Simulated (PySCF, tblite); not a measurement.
Isomers of C6H5FO2. Level: GFN2-xTB in tblite, geometry and Hessian alike; calculated harmonic values, unscaled, isolated species. Errors from tens to a few hundred cm⁻¹ against measured bands are possible. One conformer each.

Electronic energies: PBE0/pcSseg-1 single points on the GFN2-xTB geometries (PySCF, gas phase).

| SMILES | electronic energy, lowest = 0 (kJ/mol) |
| --- | --- |
| Cc1ccoc1C(=O)F | 8.6 |
| C/C(=C\C=O)C(F)=C=O | 219.4 |
| C=CC1=COC=C(F)O1 | 265.3 |
| C=CC1=C(F)OC=CO1 | 265.6 |
| C[C@H]1C(=O)C=C(F)C1=O | 64.9 |
| Cc1ccc(C(=O)F)o1 | 0.0 |

How do GFN2-xTB zero-point energies change the relative energies?

| SMILES | ZPE (kJ/mol) | of it from modes above 1550 cm⁻¹ | electronic (kJ/mol) | with ZPE, lowest = 0 (kJ/mol) | lowest mode (cm⁻¹) | rings |
| --- | --- | --- | --- | --- | --- | --- |
| Cc1ccc(C(=O)F)o1 | 254.2 | 113.0 | 0.0 | 0.0 | 33 | 1 |
| Cc1ccoc1C(=O)F | 254.4 | 112.7 | 8.6 | 8.8 | 12i | 1 |
| C[C@H]1C(=O)C=C(F)C1=O | 253.2 | 122.3 | 64.9 | 64.0 | 29 | 1 |
| C/C(=C\C=O)C(F)=C=O | 245.7 | 122.6 | 219.4 | 211.0 | 48 | 0 |
| C=CC1=COC=C(F)O1 | 249.5 | 124.2 | 265.3 | 260.6 | 40 | 1 |
| C=CC1=C(F)OC=CO1 | 249.6 | 124.2 | 265.6 | 261.0 | 41 | 1 |

The zero-point energies span 8.7 kJ/mol, from `C/C(=C\C=O)C(F)=C=O` to `Cc1ccoc1C(=O)F`. Slightly imaginary modes are left out of the zero-point energy: `Cc1ccoc1C(=O)F` 12.3i cm⁻¹. The order is unchanged.

And how do the electronic energies of GFN2-xTB itself compare?

`Cc1ccc(C(=O)F)o1` 0.0; `Cc1ccoc1C(=O)F` 1.5; `C[C@H]1C(=O)C=C(F)C1=O` 109.6; `C/C(=C\C=O)C(F)=C=O` 229.8; `C=CC1=COC=C(F)O1` 184.0; `C=CC1=C(F)OC=CO1` 185.8 kJ/mol, lowest = 0. Against the energies above, taken from the same isomer `Cc1ccc(C(=O)F)o1`, the largest difference is 81.3 kJ/mol.

What do entropy and thermal enthalpy add at 298.15 K and 1 bar (rigid rotor, harmonic oscillator, one conformer each)?

```tsv
SMILES	point group	symmetry number	S (J/(mol K))	H − H(0) (kJ/mol)	ZPE + H − H(0) − TS (kJ/mol)
Cc1ccc(C(=O)F)o1	C1	1	386.1	24.43	163.5
C[C@H]1C(=O)C=C(F)C1=O	C1	1	381.2	24.41	164.0
C=CC1=COC=C(F)O1	Cs	1	376.9	24.07	161.2
C=CC1=C(F)OC=CO1	Cs	1	377.9	24.25	161.2
```

Not tabulated: `Cc1ccoc1C(=O)F` (lowest mode only 12i cm⁻¹); `C/C(=C\C=O)C(F)=C=O` (point group not settled).
